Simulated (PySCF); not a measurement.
## Ionisation energy of Ar⁺ by level of theory

Ar⁺ [Ne] 3s2 3p5 (2P) → Ar²⁺ [Ne] 3s2 3p4 (3P), as a difference of total energies. All numbers are calculated (PySCF 2.14, the spin-free X2C one-electron Hamiltonian (Gaussian nucleus), in cc-pVDZ-DK (4s3p1d, 18 functions)). Correlated levels: valence: [Ne] frozen. The calculations carry no spin-orbit coupling.

| method | ionisation energy (eV) | difference from reference (eV) |
| --- | --- | --- |
| UHF | 26.416 | -1.214 |
| BP86 | 27.759 | +0.129 |
| M06-L | 27.600 | -0.030 |
| MP2 (valence) | 27.049 | -0.581 |
| SCS-MP2 (valence) | 27.018 | -0.612 |
| CCSD (valence) | 26.987 | -0.643 |
| CCSD(T) (valence) | 26.990 | -0.640 |

Reference: 27.630 eV (measured; NIST Atomic Spectra Database, ionization energies).

The reference lies between the lowest fine-structure levels, while these numbers refer to the centres of the terms.

Errors of the correlated levels include the incompleteness of this basis and the frozen core.
